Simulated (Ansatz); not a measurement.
Molecule: TeF2, charge 1, multiplicity 2. 
Geometry from a B3LYP-D3(BJ)/def2-TZVP (Ansatz, a first-principles code) optimisation:
```xyz
3

Te     0.0257    -0.0148     0.3148
F      0.6168     1.2231    -0.9104
F     -0.7651    -1.1378    -0.9084
```
Charge +1, spin multiplicity 2.

Basis-set convergence of Hartree-Fock and CCSD(T) correlation energies (hartree) with Ansatz. Correlated levels leave the core frozen unless marked. Open shells are spin-unrestricted. No spin-orbit coupling. The frozen core is the preceding noble-gas configuration, with the filled d and f shells of earlier blocks. Past Kr the def2 sets carry scalar-relativistic core potentials.

| basis | functions | E(HF) | E(corr, CCSD(T)) |
|---|---|---|---|
| def2-SVPD | 81 | -465.37424 | -0.50862 |
| def2-TZVPPD | 139 | [?] | [?] |

**Question.** What belongs in the gaps?

**Answer.** 
- def2-TZVPPD, E(HF): -465.64890
- def2-TZVPPD, E(corr, CCSD(T)): -0.64756
